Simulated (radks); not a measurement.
Q: Coherent X-ray form factor from a spherical all-electron density. Calculated with a radial shooting solver on a logarithmic mesh with Libxc functionals: scalar-relativistic Kohn-Sham, SCAN, spin-unpolarised, spherical densities, finite nucleus; meta-GGA in the generalised Kohn-Sham scheme; Fermi nuclear charge, rms radius of each element as measured or else 0.836 A^(1/3) + 0.57 fm.

sin(theta)/lambda (1/angstrom)  f0 (electrons)
0.05                                    73.393
0.1                                     71.657
0.15                                    69.024
0.2                                     65.800
0.25                                    62.287
0.3                                     58.729
0.4                                     52.068
0.5                                     46.366
0.6                                     41.571
0.8                                     33.885
1                                       27.886
1.25                                    22.299
1.5                                     18.580
2                                       14.523

The species is in the configuration that NIST lists as its ground one. Which atom or ion scatters so?

A: The platinum ion Pt4+, [Xe] 4f14 5d6. Extrapolating in s^2 from the first two rows gives f0(0) = 74.0, near the electron count 74; among species with that count, the fall with angle is slower the higher Z, and the table is that of Z = 78; from so few rows the species is fixed only to a neighbour or two.
